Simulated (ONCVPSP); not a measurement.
# Reading a pseudo-wave (titanium (Ti))

Columns: radius, all-electron u(r) and pseudo u(r) of the 3p shell (level -38.86 eV) of titanium in the configuration [Ne] 3s2 3p6 3d2 4s2; PBE, scalar-relativistic, ONCV scheme, ONCVPSP 4.0.1.

```json
{"r (bohr)": "0.125", "all-electron": "-0.4730", "pseudo": "0.0527"}
{"r (bohr)": "0.250", "all-electron": "-0.4142", "pseudo": "0.1997"}
{"r (bohr)": "0.375", "all-electron": "0.0237", "pseudo": "0.4066"}
{"r (bohr)": "0.500", "all-electron": "0.4709", "pseudo": "0.6293"}
{"r (bohr)": "0.625", "all-electron": "0.7916", "pseudo": "0.8247"}
{"r (bohr)": "0.750", "all-electron": "0.9699", "pseudo": "0.9587"}
{"r (bohr)": "0.875", "all-electron": "1.0322", "pseudo": "1.0209"}
{"r (bohr)": "1.000", "all-electron": "1.0143", "pseudo": "1.0123"}
{"r (bohr)": "1.125", "all-electron": "0.9484", "pseudo": "0.9484"}
{"r (bohr)": "1.250", "all-electron": "0.8577", "pseudo": "0.8577"}
{"r (bohr)": "1.375", "all-electron": "0.7578", "pseudo": "0.7578"}
{"r (bohr)": "1.500", "all-electron": "0.6583", "pseudo": "0.6584"}
{"r (bohr)": "1.625", "all-electron": "0.5649", "pseudo": "0.5649"}
{"r (bohr)": "1.750", "all-electron": "0.4801", "pseudo": "0.4801"}
{"r (bohr)": "1.875", "all-electron": "0.4051", "pseudo": "0.4051"}
{"r (bohr)": "2.000", "all-electron": "0.3399", "pseudo": "0.3399"}
{"r (bohr)": "2.125", "all-electron": "0.2839", "pseudo": "0.2839"}
{"r (bohr)": "2.250", "all-electron": "0.2363", "pseudo": "0.2363"}
{"r (bohr)": "2.375", "all-electron": "0.1962", "pseudo": "0.1962"}
{"r (bohr)": "2.500", "all-electron": "0.1625", "pseudo": "0.1625"}
{"r (bohr)": "2.625", "all-electron": "0.1344", "pseudo": "0.1344"}
{"r (bohr)": "2.750", "all-electron": "0.1109", "pseudo": "0.1109"}
{"r (bohr)": "2.875", "all-electron": "0.0915", "pseudo": "0.0914"}
{"r (bohr)": "3.000", "all-electron": "0.0753", "pseudo": "0.0753"}
{"r (bohr)": "3.125", "all-electron": "0.0619", "pseudo": "0.0619"}
{"r (bohr)": "3.250", "all-electron": "0.0509", "pseudo": "0.0509"}
```

Task: How many radial nodes do the two functions have?

Result: The all-electron 3p function has n − l − 1 = 1; the pseudo-wave has 0, since the states of the same l below it are removed with the core.

Task: At about which radius was the pseudo-wave matched?

Result: 1.15 bohr, where the columns begin to agree (steps of 0.12 bohr).

Task: Is the pseudo-wave norm-conserving?

Result: Yes: the ONCV scheme keeps the norm inside the radius equal to the all-electron one, which fixes the energy derivative of the logarithmic derivative at the level.
